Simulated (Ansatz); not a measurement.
C3H8SSi can be A, `CC[SiH2]C=S`, or B, `C[SiH2]CC=S`.

Program: Ansatz. Geometries: PBE0-D4/def2-TZVP. ΔE: electronic, gas phase. CBS: MP2 limit from def2 TZ/QZ plus the TZ coupled-cluster correction, frozen cores. Functionals use def2-TZVPP. Each species was taken in one conformer, which may not be the lowest.

**Question.** Which isomer does CCSD(T)/CBS put lower? Give the gap. (An estimate is asked.)

**Answer.** Computed: B, by 35.5 kJ/mol.

**Question.** Give E(B) − E(A) in kJ/mol with PBE-D4, r2SCAN-D4, CCSD/def2-TZVPP, CCSD(T)/def2-SVP, CCSD(T)/def2-TZVPP, LDA (SPW92), HF/def2-TZVPP. (Best estimate.)

**Answer.** Ansatz gave: PBE-D4 -41.9, r2SCAN-D4 -45.9, CCSD/def2-TZVPP -34.7, CCSD(T)/def2-SVP -29.2, CCSD(T)/def2-TZVPP -35.2, LDA (SPW92) -45.3, HF/def2-TZVPP -37.6. None reverses the order clearly.

**Question.** Does the order hold for the free energy at 298.15 K (harmonic terms from PBE0-D4)? (An estimate is asked.)

**Answer.** Ansatz gave: Yes: G(B) − G(A) = -36.5 kJ/mol, for one conformer each. Modes under 60 cm⁻¹, often nearly free rotors, make the harmonic entropy too high.

Largest T1 diagnostic: 0.015.

Leaving LDA and LC-ωPBE aside and taking each functional with its dispersion term where it has one, the values, not all of them listed here, spread over 7.7 kJ/mol, from r2SCAN-D4 to ωB97X-V. At CCSD(T), def2-SVP lies +6.3 kJ/mol from the extrapolated value and def2-TZVPP +0.3 kJ/mol.
